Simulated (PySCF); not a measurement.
Si(F)(Cl)(Br)(Et), SMILES Cl[Si](Br)(F)CC (C2H5BrClFSi), CAM-B3LYP/def2-SVP optimised geometry. Atoms within 1.6 Å of the plane z = 0.0 Å (x, y, z in Å): C2 (-0.91, -1.42, 1.42), Si3 (-0.21, -0.46, 0.00), F4 (-0.69, -1.12, -1.39), Cl5 (-0.89, 1.48, 0.00), Br6 (1.99, -0.46, 0.00), H10 (-1.99, -1.48, 1.26), H11 (-0.53, -2.45, 1.31).

Calculation: CAM-B3LYP/def2-TZVP (PySCF). Cells within 0.4 Å of a nucleus heavier than hydrogen are left out (blank, or x).

Map of the HOMO amplitude (bohr^(-3/2)) on the plane z = 0.0 Å; orbital energy -10.11 eV, overall sign arbitrary:

```
|4444444555554444444444444444444|
|4444455555555444444444444444444|
|4444555555555444444444444444444|
|4445555555555544444444445444444|
|4455555555555544444445555555544|
|4455555555555444444455555555554|
|4555555555555444444455555555555|
|4555555556665444444555555555555|
|4555555566765333444555555555555|
|45555555677xxx23444555555555555|
|45555555666xxx23445555555555555|
|4555555556653223445566666655555|
|4555555555543333455667777665555|
|4455555555544334455678888765555|
|4455555555544444556679999766555|
|4445555555554444555678888765555|
|4444555555555xxx555565xx6665555|
|4444445555555xxx444444xx4444444|
|44444445555555x4443322xx2234444|
|4444444555555554443210000234444|
|4444444455555555443211001234444|
|4444444455555555443322112334444|
|4444444445555555444333233344444|
|4444444444555554444433333444444|
|4444444444555554444444444444444|
|4444444444445444444444444444444|
|4444444444444444444444444444444|
|4444444444444444444444444444444|
|4444444444444444444444444444444|
|4444444444444444444444444444444|
|4444444444444444444444444444444|
```
Scale: ten equal steps from -0.205 (start of '0') to 0.207 (end of '9'), in the order '0123456789'; x runs from -4.00 to 4.00, y from -4.00 (bottom) to 4.00 (top).
